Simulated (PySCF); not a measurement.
C2H9ClOSi2, SMILES OCC[Si@H]([SiH3])Cl.

The structure is a stationary point at PBE0-D3(BJ)/def2-SVP. The structure was generated by enumeration; whether it is a known compound was not checked. The values are those of a single conformer.

Level of theory: TDA-B3LYP/def2-SVPD in PySCF.

Vertical excitations. 

Question: Estimate the UV-visible absorptions. (The exact figures need the calculation; the answer reports its results.)

Answer: 
```json
[
 {"state": "S1", "energy (eV)": "6.23", "λ (nm)": "199", "f": "0.025", "main pairs": "HOMO→LUMO 95 %"},
 {"state": "S2", "energy (eV)": "6.62", "λ (nm)": "187", "f": "0.007", "main pairs": "HOMO→LUMO+1 72 %, HOMO−1→LUMO+1 17 %"},
 {"state": "S3", "energy (eV)": "6.77", "λ (nm)": "183", "f": "0.012", "main pairs": "HOMO→LUMO+2 50 %, HOMO−1→LUMO+1 35 %"},
 {"state": "S4", "energy (eV)": "6.79", "λ (nm)": "183", "f": "0.007", "main pairs": "HOMO−1→LUMO 78 %, HOMO−2→LUMO 15 %"},
 {"state": "S5", "energy (eV)": "6.96", "λ (nm)": "178", "f": "0.059", "main pairs": "HOMO→LUMO+2 42 %, HOMO−1→LUMO+1 28 %, HOMO→LUMO+1 12 %"},
 {"state": "S6", "energy (eV)": "7.11", "λ (nm)": "174", "f": "0.095", "main pairs": "HOMO→LUMO+3 79 %"},
 {"state": "T1", "energy (eV)": "5.65", "λ (nm)": "219", "f": "0", "main pairs": "HOMO→LUMO 90 %"},
 {"state": "T2", "energy (eV)": "6.08", "λ (nm)": "204", "f": "0", "main pairs": "HOMO→LUMO+2 62 %, HOMO→LUMO+1 22 %"}
]
```
Triplets are in the Tamm–Dancoff approximation.
